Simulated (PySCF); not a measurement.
Gas-phase equilibrium of 1 mol H2O, 47 mol O2 at 2500 K and 1.01 bar, among 9 species (O2, O, HO2, H2O, H, H2O2, O3, H2, OH). Only gases are allowed; each row takes one source of thermochemistry for all species, and Cantera finds the minimum.

Computed with PySCF (xtb for GFN2) and rigid-rotor harmonic-oscillator thermochemistry at 1 bar. 'Table' is the NASA 1993 thermochemical table (part measured, part estimated). After a fit of one offset per element over all species, the range-separated, M06-2X, PBE0/def2-QZVP and CCSD(T)/def2-TZVPP enthalpies, where run, lie to one side of the table for O3 (+19 kJ/mol): a fault of the table's entry, another state or a shared error of the levels is possible; this was not checked at source. † marks an energy on the PBE0/def2-TZVP geometry and frequencies; other levels use their own. Open shells (unrestricted) among the columns below: O2 (multiplicity 3), O (multiplicity 3, electronic degeneracy 9), OH (multiplicity 2, electronic degeneracy 4); the rest are closed-shell singlets. GFN2 has no spin-polarisation term. Spin-orbit splitting is ignored; it lowers the true energy and changes the entropy of O, OH. B3LYP is the form with VWN-RPA correlation. The harmonic model lacks anharmonicity and excited electronic states, which grow with temperature; levels with a mode under 35 cm⁻¹ are left out. Strong static correlation: O3. The table's entry may be an old estimate for OH (not checked at source).

Molecules larger than those listed are left out.

Mole fractions:

| thermochemistry | x O2 | x O3 | x H2O | x O | x OH |
|---|---|---|---|---|---|
| table | 0.96 | 3.4e-7 | 0.016 | 0.014 | 0.0085 |
| B3LYP/def2-TZVP† | 0.96 | 1.8e-8 | 0.014 | 0.011 | 0.012 |
| BLYP/def2-TZVP† | 0.97 | 1.5e-7 | 0.016 | 0.0036 | 0.0080 |
| GFN2-xTB | 0.47 | 0.50 | 0.023 | 1.5e-7 | 0.00069 |
| PBE/def2-TZVP† | 0.97 | 2.9e-7 | 0.017 | 0.0015 | 0.0049 |
| ωB97M-V/def2-TZVP† | 0.96 | 1.7e-8 | 0.015 | 0.012 | 0.0100 |
| ωB97X-V/def2-TZVP† | 0.97 | 9.4e-9 | 0.015 | 0.0084 | 0.0093 |
The most sensitive of these is O3: it spans a factor of 10^7.7 over these rows; at this temperature one factor of ten is RT ln 10 = 48 kJ/mol.
